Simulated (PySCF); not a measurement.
5-(5-fluoropyrimidin-2-yl)thiophene-2-carbaldehyde (C9H5FN2OS), SMILES O=Cc1ccc(-c2ncc(F)cn2)s1.

Geometry optimised at B3LYP-D3(BJ)/def2-SVP. One conformer was computed; it need not be the lowest.

Computed with PBE/def2-SVP in PySCF.

Symmetry labels are those of the subgroup Cs that the program uses (full group Cs).

Computed valence orbital energies around the gap with their symmetry:
```tsv
orbital	symmetry	energy (eV)
HOMO−7	A'	-8.82
HOMO−6	A"	-8.60
HOMO−5	A'	-7.81
HOMO−4	A"	-7.59
HOMO−3	A"	-6.64
HOMO−2	A'	-6.15
HOMO−1	A"	-6.05
HOMO	A'	-5.74
LUMO	A"	-3.19
LUMO+1	A"	-2.67
LUMO+2	A"	-1.78
LUMO+3	A"	-0.15
```
